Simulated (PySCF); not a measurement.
Working out the ionisation energy of Cu²⁺

Cu²⁺ [Ar] 3d9 (2D) → Cu³⁺ [Ar] 3d8 (3F). Computed with PySCF 2.14 in aug-cc-pwCVDZ-PP with ECP10MDF, with scalar relativity through the core potential. Frozen: 3s2 3p6. Energies in hartree (1 hartree = 27.21139 eV):

| part | Cu²⁺ (lower) | Cu³⁺ (upper) |
| --- | --- | --- |
| UHF | -195.292172 | -194.042593 |
| CCSD correlation | -0.321133 | -0.239850 |
| (T) | -0.007624 | -0.003580 |

Problem. What does Hartree-Fock give?

Solution. (-194.042593) − (-195.292172) = 1.249579 hartree = 34.003 eV.

Problem. What do CCSD and CCSD(T) give?

Solution. The CCSD correlation energies differ by 0.081283 hartree = 2.212 eV and the triples by 0.004044 hartree = 0.110 eV, so CCSD gives 36.215 eV and CCSD(T) 36.325 eV.

Reference: 36.841 ± 0.012 eV (measured; NIST Atomic Spectra Database, ionization energies), between the lowest levels; spin-orbit coupling is absent from the calculation.

A double-zeta basis recovers only part of the correlation energy.

What remains against the reference includes basis incompleteness, the frozen core and higher excitations.
